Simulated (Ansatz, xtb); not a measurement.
**C6H5FSi: which of two isomers lies lower**

We compare I, `C#C/C=C(/C#C)[SiH2]F`, a singlet, with II, `C#C/C=C(\C#C)[SiH2]F`, a singlet. Both are isolated molecules in the gas phase, relaxed with B3LYP-D3(BJ)/def2-SVP; the shapes shown needn't be the lowest conformers.

I (Å):

```json
{"atom": "C", "x (Å)": "-0.7085", "y (Å)": "0.5343", "z (Å)": "-4.9067"}
{"atom": "C", "x (Å)": "-0.5504", "y (Å)": "0.1687", "z (Å)": "-3.7576"}
{"atom": "C", "x (Å)": "-0.3427", "y (Å)": "-0.2553", "z (Å)": "-2.4191"}
{"atom": "C", "x (Å)": "0.8989", "y (Å)": "-0.3255", "z (Å)": "-1.8595"}
{"atom": "C", "x (Å)": "1.0948", "y (Å)": "-0.7508", "z (Å)": "-0.5207"}
{"atom": "C", "x (Å)": "1.3220", "y (Å)": "-1.1073", "z (Å)": "0.6194"}
{"atom": "F", "x (Å)": "3.7240", "y (Å)": "-0.0367", "z (Å)": "-1.9375"}
{"atom": "Si", "x (Å)": "2.4142", "y (Å)": "0.1544", "z (Å)": "-2.8851"}
{"atom": "H", "x (Å)": "-0.8515", "y (Å)": "0.8568", "z (Å)": "-5.9210"}
{"atom": "H", "x (Å)": "-1.2280", "y (Å)": "-0.5307", "z (Å)": "-1.8341"}
{"atom": "H", "x (Å)": "1.5170", "y (Å)": "-1.4227", "z (Å)": "1.6269"}
{"atom": "H", "x (Å)": "2.3404", "y (Å)": "1.5800", "z (Å)": "-3.2911"}
{"atom": "H", "x (Å)": "2.5566", "y (Å)": "-0.7433", "z (Å)": "-4.0584"}
```

II (Å):

```xyz
13

C    -2.2382   -0.7522   -2.3482
C    -1.0375   -0.9186   -2.4351
C     0.3596   -1.1347   -2.5398
C     1.3107   -0.1630   -2.4294
C     1.0180    1.2061   -2.1925
C     0.8607    2.3953   -1.9918
F     3.1830   -2.2230   -2.8585
Si    3.1246   -0.6129   -2.5926
H    -3.2978   -0.5972   -2.2701
H     0.6885   -2.1634   -2.7234
H     0.6954    3.4411   -1.8139
H     3.8635   -0.3138   -1.3397
H     3.7442    0.0802   -3.7507
```

**Question.** Estimate which is lower in electronic energy at CCSD(T)/def2-SVP + ΔMP2/def2-TZVPP, and by roughly how much.

**Answer.** Too close to call at this level: CCSD(T)/def2-SVP + ΔMP2/def2-TZVPP gives E(II) − E(I) = −0.91 kcal/mol.

How the difference moves with the method:

```json
{"level": "GFN2-xTB", "geometry": "GFN2-xTB", "E(II) − E(I) (kcal/mol)": "−0.09", "departure from the last row (kcal/mol)": "+0.81", "job, with rough time for the two": "optimisation, 0.28 s"}
{"level": "HF/STO-3G", "geometry": "GFN2-xTB", "E(II) − E(I) (kcal/mol)": "−0.31", "departure from the last row (kcal/mol)": "+0.60", "job, with rough time for the two": "single point, 0.42 s"}
{"level": "r2SCAN-D4/def2-SVP", "geometry": "GFN2-xTB", "E(II) − E(I) (kcal/mol)": "−0.61", "departure from the last row (kcal/mol)": "+0.30", "job, with rough time for the two": "single point, 3.7 s"}
{"level": "B3LYP-D3(BJ)/def2-SVP", "geometry": "B3LYP-D3(BJ)/def2-SVP", "E(II) − E(I) (kcal/mol)": "−0.93", "departure from the last row (kcal/mol)": "−0.02", "job, with rough time for the two": "optimisation, 51 s"}
{"level": "HF/def2-SVP", "geometry": "B3LYP-D3(BJ)/def2-SVP", "E(II) − E(I) (kcal/mol)": "−1.86", "departure from the last row (kcal/mol)": "−0.95", "job, with rough time for the two": "part of the CCSD(T) run"}
{"level": "MP2/def2-SVP", "geometry": "B3LYP-D3(BJ)/def2-SVP", "E(II) − E(I) (kcal/mol)": "−1.03", "departure from the last row (kcal/mol)": "−0.12", "job, with rough time for the two": "part of the CCSD(T) run"}
{"level": "CCSD(T)/def2-SVP", "geometry": "B3LYP-D3(BJ)/def2-SVP", "E(II) − E(I) (kcal/mol)": "−0.94", "departure from the last row (kcal/mol)": "−0.03", "job, with rough time for the two": "single point"}
{"level": "CCSD(T)/def2-SVP + ΔMP2/def2-TZVPP", "geometry": "B3LYP-D3(BJ)/def2-SVP", "E(II) − E(I) (kcal/mol)": "−0.91", "departure from the last row (kcal/mol)": "", "job, with rough time for the two": "single point, 92 s"}
```

As drawn, both hold the same kinds of bond in the same numbers.

The largest departure from CCSD(T)/def2-SVP + ΔMP2/def2-TZVPP is that of HF/def2-SVP, 0.95 kcal/mol. The last row adds to CCSD(T) the change of the MP2 difference between the two basis sets, here +0.03 kcal/mol.

With thermal terms from frequencies at re-optimised GFN2-xTB minima (ideal gas, soft modes damped towards free rotors, one conformer each, 298.15 K, 1 atm): on the last row, ΔE + ΔZPE = −0.80, ΔH = −0.82, ΔG = −0.80 kcal/mol.

The correlated steps freeze 12 core orbitals. Run with Ansatz 0.2.0, xtb 6.7.1; the last row on 4 threads of Arm Neoverse V1 on a shared host.
